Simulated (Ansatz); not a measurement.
Two isomers of BFH4OSn: A = `O[BH][SnH2][F]`, B = `[BH2][SnH]([OH])[F]`.

Program: Ansatz. Geometries: PBE0-D4/def2-TZVP. ΔE: electronic, gas phase. CBS: MP2 limit from def2 TZ/QZ plus the TZ coupled-cluster correction, frozen cores. Functionals use def2-TZVPP. def2 core potentials past Kr. For Sn outer-core shells are correlated without core-valence functions, which leaves a few kJ/mol of doubt a bond. One conformer a species, not always the lowest.

A:

```xyz
8

O    -0.6263    1.0848    1.4023
B     0.5467    0.5519    1.0564
Sn    0.3206   -0.6463   -0.8563
F    -1.5922   -0.1501   -0.8598
H    -1.3368    0.8573    0.7746
H     1.5146    0.7419    1.7290
H     0.8821   -0.0862   -2.3681
H     0.2913   -2.3533   -0.8781
```

B:

```xyz
8

B     0.502    1.574   -0.538
Sn    0.215   -0.480    0.319
O    -1.716   -0.806    0.359
F     0.866   -1.798   -0.935
H     1.259    1.738   -1.442
H    -0.101    2.493   -0.079
H     0.919   -0.996    1.789
H    -1.944   -1.724    0.527
```

(1) Which is lower in electronic energy at CCSD(T)/CBS, and by how much? (Estimate.)

(2) Give E(B) − E(A) in kcal/mol with PBE-D4, r2SCAN-D4, CCSD(T)/def2-SVP, MP2/def2-TZVPP, CCSD(T)/def2-TZVPP, PBE0-D4, HF/def2-TZVPP. (Estimate.)

(3) Does the order hold for the free energy at 298.15 K (harmonic terms from PBE0-D4)? (Best estimate.)

Largest T1 diagnostic: 0.015.

## Answers

(1) The calculation gave: A, by 29.8 kcal/mol.

(2) The calculation gave: PBE-D4 34.4, r2SCAN-D4 33.2, CCSD(T)/def2-SVP 38.7, MP2/def2-TZVPP 30.7, CCSD(T)/def2-TZVPP 31.2, PBE0-D4 33.4, HF/def2-TZVPP 26.2. None reverses the order clearly.

(3) The calculation gave: Yes: G(B) − G(A) = +27.3 kcal/mol, for one conformer each.

Leaving LDA and LC-ωPBE aside and taking each functional with its dispersion term where it has one, the values, not all of them listed here, spread over 3.6 kcal/mol, from ωB97X-V to PBE-D4. LDA lies +7.0 kcal/mol from PBE without D4. From PBE to PBE0 (25 % exact exchange), in def2-TZVPP and without D4, E(B) − E(A) moves by −0.9 kcal/mol.
